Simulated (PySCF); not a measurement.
Work out the structure from these simulated measurements.

Elements present: C, F, H and O. Monoisotopic mass: 154.0430 u.

| Property | Result |
| --- | --- |
| Polarisability | 105.1 au [PBE0/def2-SVPD] |
| UV, first state | lowest singlet excitation: 4.97 eV (249 nm, f = 0.302) [TDDFT PBE0/def2-SVPD] |
| Rotational structure | rotational constants A, B, C: 3.474, 0.563, 0.486 GHz [PBE0-D3(BJ)/def2-SVP] |
| Dipole | 5.19 D [PBE0/def2-SVPD] |
| Couplings | largest of the computed one-bond spin–spin couplings (means over like bonds): 19F–13C -401.4, 13C–1H +172.2 (×2), 13C–1H +170.1 (×2), 13C–1H +149.7 (×3) Hz [B3LYP/pcJ-1, spin–dipole term left out for some pairs] |
| 1H NMR | chemical shifts (computed TMS as zero) by class: 8.30 (2 H), 7.01 (2 H), 3.83 (3 H) ppm [GIAO B3LYP/pcSseg-2] |
| 13C NMR | chemical shifts (computed TMS as zero) by class: 176.3 (1 C), 167.6 (1 C), 145.0 (2 C), 126.9 (1 C), 121.1 (2 C), 56.8 (1 C) ppm [GIAO B3LYP/pcSseg-2] |
| Triplet | lowest triplet excitation (Tamm–Dancoff): 3.49 eV [TDA PBE0/def2-SVPD] |
| UV, strongest line | among the 10 lowest singlet transitions: S6 at 6.80 eV (182 nm, f = 0.544) [TDDFT PBE0/def2-SVPD] |
| NMR, other nuclei | isotropic shieldings of nuclei other than C and H, by class: -77 (1 O), 207 (1 O), 163 (1 F) ppm [GIAO B3LYP/pcSseg-2] |

Gas-phase values; electronic properties from PySCF, density fitting. Levels stand in brackets. Isolated species at its PBE0-D3(BJ)/def2-SVP geometry (one conformer only). NMR values are class means; diastereotopic atoms form classes of their own.

Problem. Which formula fits the mass and the elements?

Solution. C8H7FO2 (calculated 154.0430). No other formula that holds each of these elements comes within 0.0003 u with a fitting electron parity and a possible valence count.

Problem. Give a SMILES that accounts for the data.

Solution. Numbering: `[CH3:1][O:2][c:3]1[cH:4][cH:5][c:6]([C:7](=[O:8])[F:9])[cH:10][cH:11]1`. Its formula, C8H7FO2, gives 5 degrees of unsaturation: 1 ring and 4 π bonds in the structure found (Kekulé form). 8 carbons fall into 6 classes; from least to most shielded: aromatic carbon bearing oxygen [C3] (176.3 ppm), acyl halide carbon [C7] (167.6 ppm), aromatic CH carbon [C5/C10] (145.0 ppm, 2 C, up to 3.8 ppm apart in this geometry), substituted aromatic carbon [C6] (126.9 ppm), aromatic CH carbon [C4/C11] (121.1 ppm, 2 C, up to 9.7 ppm apart in this geometry), methoxy carbon [C1] (56.8 ppm). Hydrogen classes from least to most shielded: 2 H on 2 aromatic CH carbons, C5/C10 (8.30 ppm), 2 H on 2 aromatic CH carbons, C4/C11 (7.01 ppm), 3 H on a methoxy carbon, C1 (3.83 ppm). The other shieldings belong to: -77 ppm, carbonyl oxygen [O8]; 207 ppm, aryl ether oxygen [O2]; 163 ppm, acyl fluorine [F9]. The couplings run between: -401.4 Hz, acyl fluorine [F9] and acyl halide carbon [C7]; +172.2 Hz, aromatic CH carbon [C5] and its hydrogen (with 1 like pair); +170.1 Hz, aromatic CH carbon [C4] and its hydrogen (with 1 like pair); +149.7 Hz, methoxy carbon [C1] and its hydrogen (with 2 like pairs). S1 is mainly HOMO→LUMO (weight 0.75); the largest Löwdin shares of the orbital it empties are 0.20 on the aryl ether oxygen, 0.18 on the substituted aromatic carbon, 0.13 on the aromatic carbon bearing oxygen and 0.13 on an aromatic CH carbon, of the orbital it fills 0.18 on the acyl halide carbon, 0.15 on the carbonyl oxygen, 0.13 on the aromatic carbon bearing oxygen and 0.12 on an aromatic CH carbon. The optimised geometry has point group Cs and is an asymmetric top. Structure: `COc1ccc(C(=O)F)cc1`. Computed isomers that give other values at the same levels: `O=C(O)Cc1ccc(F)cc1` (rotational constant A: 3.309 GHz; this holds for the one conformer computed); `O=C(O)Cc1ccccc1F` (rotational constant A: 2.250 GHz; this holds for the one conformer computed); `COc1cccc(C(=O)F)c1` (rotational constant A: 1.922 GHz; this holds for the one conformer computed). The assignments are read from this structure; whether some other isomer fits the data as well wasn't checked.

The values belong to the conformer `[CH3:1][O:2][c:3]1[cH:4][cH:5][c:6]([C:7](=[O:8])[F:9])[cH:10][cH:11]1`: C1–O2–C3–C4 180°, C5–C6–C7–O8 180°.
